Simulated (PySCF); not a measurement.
SnFI3, SMILES [I][Sn]([F])([I])[I].

The structure is a stationary point at B3LYP-D3(BJ)/def2-SVP. The structure was generated by enumeration; whether it is a known compound was not checked. The def2 effective core potentials stand for the cores of I, Sn; spin–orbit coupling is left out.

Two levels are set side by side: PBE/def2-TZVP (PySCF) and HF/def2-TZVP (PySCF). Same geometry, gas phase. Differences are taken from unrounded values.

```
quantity                         HF
---------------------------  ------
orbital gap (eV)               9.99
highest occupied level (eV)  -10.66
lowest empty level (eV)       -0.68
dipole moment (D)              2.15
mean polarisability (bohr³)   133.2
```

Q: What does PBE give, and how far is it from HF? (The exact figures need the calculation; the answer reports its results.)

A: 
| quantity | PBE | PBE minus HF |
|---|---|---|
| orbital gap (eV) | 2.42 | -7.57 |
| highest occupied level (eV) | -6.97 | 3.69 |
| lowest empty level (eV) | -4.55 | -3.87 |
| dipole moment (D) | 1.88 | -0.27 |
| mean polarisability (bohr³) | 147.8 | 14.6 |

Without exact exchange PBE keeps part of each electron's self-repulsion, which lifts occupied levels and narrows the gap. Loosely held outer electrons make PBE densities more polarisable. Differences between two approximate levels are no errors against the true value.

Rough cost on one machine, each run with all the roots and properties that it gave: HF against PBE about 1/2.
